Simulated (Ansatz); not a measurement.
Stepwise reaction of `C[CH](C)[Mg][CH](C)C` with hydrogen chloride, as a gas-phase model of exchange steps in deposition or etching. ΔE in kJ/mol.

Calculated with Ansatz (gas phase, PBE0-D4/def2-TZVP geometries, no zero-point term in ΔE). CCSD(T)/CBS is the MP2 limit (def2-TZVPP, def2-QZVPP) plus CCSD(T) − MP2 in def2-TZVPP, frozen cores. This one scheme is used for every species. Functionals use def2-TZVPP. B3LYP here is the variant with VWN-RPA as its local correlation; programs differ in this. For Mg outer-core shells are correlated without core-valence functions, which leaves a few kJ/mol of doubt a bond. One conformer a species, not always the lowest.

```tsv
step	reaction	PBE-D4	B3LYP-D4	ωB97M-V	CCSD(T)/CBS
1	`C[CH](C)[Mg][CH](C)C` + HCl → `C[CH](C)[Mg][Cl]` + `CCC`	-245.8	-259.4	-259.0	-253.5
2	`C[CH](C)[Mg][Cl]` + HCl → `[Cl][Mg][Cl]` + `CCC`	-223.1	-236.8	-237.4	-234.8
```

(1) By hand: ΔE of the 2 steps together at CCSD(T)/CBS.

Answers

(1) (-253.5) + (-234.8) = -488.3 kJ/mol, or -244.2 kJ/mol a step.

In ΔE each step is higher than the one before. All are downhill at CCSD(T)/CBS. PBE-D4 differs from CCSD(T)/CBS by 7.7 to 11.7 kJ/mol a step. Isolated molecules leave out the surface, adducts and barriers. Largest T1 diagnostic: 0.009.
